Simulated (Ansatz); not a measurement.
## A ladder of methods for SiHCl3 (trichlorosilane)

The species is SiHCl3 (5 atoms), meant as a singlet with charge 0. SMILES: `Cl[SiH](Cl)Cl`. The shape is that of a PBE0-D4/def2-TZVP optimisation.

```xyz
5

Cl    1.6909   -0.5714    0.8919
Si   -0.0813   -0.0127    0.0754
Cl    0.0177    1.9337   -0.4913
Cl   -0.4760   -1.1705   -1.5442
H    -1.1513   -0.1791    1.0681
```

Quantity: the energy change with the Si2–Cl4 bond stretched from 2.030 to 3.045 Å, in eV. The values are calculated.

| level | kind | program | value (eV) | less CCSD(T)/STO-3G | CPU time (all runs) |
| --- | --- | --- | --- | --- | --- |
| HF/STO-3G (restricted) | Hartree–Fock | Ansatz | 4.16 | +1.16 | 0.62 s |
| PBE/STO-3G (restricted) | GGA | Ansatz | 2.76 | -0.24 | 4.1 s |
| r2SCAN/STO-3G (restricted) | meta-GGA | Ansatz | 2.97 | -0.03 | 11 s |
| BHLYP/STO-3G (restricted) | global hybrid | Ansatz | 3.54 | +0.54 | 4.1 s |
| CAM-B3LYP/STO-3G (restricted) | range-separated hybrid | Ansatz | 3.40 | +0.40 | 4.8 s |
| B2PLYP/STO-3G (restricted) | double hybrid | Ansatz | 3.20 | +0.20 | 6.1 s |
| RPA@PBE/STO-3G (restricted) | RPA | Ansatz | 2.67 | -0.33 | 6.3 s |
| MP2/STO-3G (restricted) | perturbation theory | Ansatz | 3.51 | +0.51 | 0.76 s |
| CCSD(T)/STO-3G (restricted) | coupled cluster or CI | Ansatz | 3.00 | 0.00 | 0.94 s |
| CCSD/STO-3G (restricted) | coupled cluster or CI | Ansatz | 3.06 | +0.06 | 0.92 s |

CCSD(T)/STO-3G (restricted) is the highest level here, not the true value. Its T1 diagnostic reaches 0.026, a sign that one reference may not serve. The first shape isn't each level's own minimum. The values span 2.67 to 4.16 eV. All rows use very small basis sets, so none should be taken for the real molecule's value. In so small a basis fixed costs decide the times, and correlated methods can beat functionals. Times are those of the runs behind each value, whatever else they computed, on shared processors of several kinds: orders of magnitude only.
